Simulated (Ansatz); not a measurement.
`[SeH][SiH2][SeH]` + H₂O → `O[SiH2][SeH]` + H₂Se  (formal hydrolysis of the Si–Se bond)

Computed with Ansatz on PBE0-D4/def2-TZVP structures; ΔE is electronic, products minus reactants. CCSD(T)/CBS adds triple-zeta CCSD(T) − MP2 to the extrapolated MP2 energy (def2 sets, frozen cores). This one scheme is used for every species. Functionals use def2-TZVPP. For Se outer-core shells are correlated without core-valence functions, which leaves a few kJ/mol of doubt a bond. Scalar relativity is left out up to krypton. Each species was taken in one conformer, which may not be the lowest.

`[SeH][SiH2][SeH]`:

Z-matrix (Å, degrees):
```
Si
Se 1 2.274
Se 1 2.274 2 114.3
H 1 1.483 2 112.6 3 117.8
H 1 1.483 2 103.5 3 -122.8
H 2 1.469 1 92.9 3 -55.4
H 3 1.469 1 92.9 2 -55.5
```

H₂O:

Cartesian coordinates in Å:
```
O -0.341 0.062 0.176
H 0.115 0.646 -0.433
H 0.226 -0.708 0.257
```

`O[SiH2][SeH]`:

```xyz
7

O    -0.696   -1.205    0.852
Si    0.135   -0.441   -0.340
Se   -0.560    1.703   -0.701
H    -0.840   -0.728    1.671
H     1.587   -0.372   -0.045
H    -0.140   -1.216   -1.567
H     0.515    2.259    0.129
```

H₂Se:

```xyz
3

Se    0.472    0.479    0.124
H    -0.981    0.400    0.303
H     0.509   -0.880   -0.427
```

CCSD(T)/CBS gives -24.7 kJ/mol.

Task: Another level gave -29.2 kJ/mol. Which?
A. revPBE-D4/def2-TZVPP
B. PBE-QIDH/def2-TZVPP
C. r2SCAN0/def2-TZVPP
D. RPA@PBE/def2-TZVPP

Result: C. r2SCAN0 -29.2, revPBE-D4 -17.5, RPA@PBE/def2-TZVPP -33.7, PBE-QIDH -25.1 kJ/mol.

Largest T1 diagnostic among the species: 0.010.

Leaving LDA and LC-ωPBE aside and taking each functional with its dispersion term where it has one, the values, not all of them listed here, spread over 22.1 kJ/mol, from CAM-B3LYP-D4 to revPBE-D4. LDA lies −4.5 kJ/mol from PBE without D4. In def2-TZVPP, CCSD(T) changes the Hartree–Fock value by +15.4 kJ/mol (the triples alone add +2.7 kJ/mol) and MP2 by +20.0 kJ/mol. At CCSD(T), def2-SVP lies −6.5 kJ/mol from the extrapolated value and def2-TZVPP −6.4 kJ/mol.
